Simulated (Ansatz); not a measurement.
Basis-set extrapolation for C₂H₇BSi, SMILES `CB1C[SiH2]1` (PBE0-D4/def2-TZVP geometry, frozen core, Ansatz). Multiplicity 1, RHF reference.

```csv
,def2-TZVPP,def2-QZVPP
HF,-393.408566,-393.422182
MP2 correlation,-0.571323,-0.607791
CCSD(T) correlation,-0.646380,not run
```

Energies in hartree. Use E(X) = E(∞) + A·exp(−7.88·√X) for Hartree–Fock and E(X) = E(∞) + B·X^(−2.97) for correlation, with X = 3 and 4, and add CCSD(T) minus MP2 of the smaller set to the MP2 limit.

Task: What is the CCSD(T) energy at the basis-set limit?

Result: HF limit: -393.422182 + (-0.013616) × 0.13774 = -393.42406. MP2 limit: -0.607791 + (-0.036468) × 0.74074 = -0.63480. Higher-order term: -0.646380 − (-0.571323) = -0.07506. Total: -394.13392 hartree, 207.3 kJ/mol below CCSD(T)/def2-TZVPP.
